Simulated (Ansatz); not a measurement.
Consider the atomization: `N[SiH]([SiH3])Br` → Br• + 6 H• + N• + 2 Si•.

Isolated molecules relaxed with PBE0-D4/def2-TZVP in Ansatz; ΔE leaves out vibrations. CCSD(T)/CBS adds triple-zeta CCSD(T) − MP2 to the extrapolated MP2 energy (def2 sets, frozen cores). This one scheme is used for every species, atoms too. DFT in def2-TZVPP. HSE06 is defined as in plane-wave codes. No spin–orbit coupling; open shells (•) take unrestricted orbitals. Spin–orbit coupling would lower the free atoms: a little for Si; clearly for Br. For Br outer-core shells are correlated without core-valence functions, so the limit isn't a true one: a few kJ/mol of doubt a bond, and 10 to 20 or more in all where bonds break to atoms. Scalar relativity is left out up to krypton. Each species was taken in one conformer, which may not be the lowest.

What is ΔE at CCSD(T)/CBS? (Estimate.)

The calculation gave: +3087.1 kJ/mol.

What do these levels give: PBE0-D4, HSE06-D4, ωB97M-V, CAM-B3LYP, CCSD/def2-SVP, CCSD/CBS(def2)? (Estimate.)

Computed: PBE0-D4 3048.0, HSE06-D4 3049.7, ωB97M-V 3076.6, CAM-B3LYP 3057.4, CCSD/def2-SVP 2795.0, CCSD/CBS(def2) 3049.4 kJ/mol.

Largest T1 diagnostic among the species: 0.012.

At CCSD(T), def2-SVP lies −265.5 kJ/mol from the extrapolated value and def2-TZVPP −102.9 kJ/mol: correlation converges slowly with the basis, and small sets miss more of it in the bonded molecule than in its fragments. From PBE to PBE0 (25 % exact exchange), in def2-TZVPP and without D4, ΔE moves by −23.1 kJ/mol: exact exchange takes away binding that semilocal exchange gives to molecules. The D4 term adds +40.2 kJ/mol with B3LYP and +21.2 kJ/mol with PBE0; it sums over pairs of atoms, weighted by their polarisabilities, and B3LYP, whose exchange is more repulsive, gets the larger term.

B3LYP here is the variant with VWN-RPA as its local correlation; programs differ in this.

For atomizations the MP2-based limit and the directly extrapolated one differ by several kJ/mol either way, and by 10 to 25 for some Ge, Se and Sn compounds, so smaller differences from it don't rank the levels.
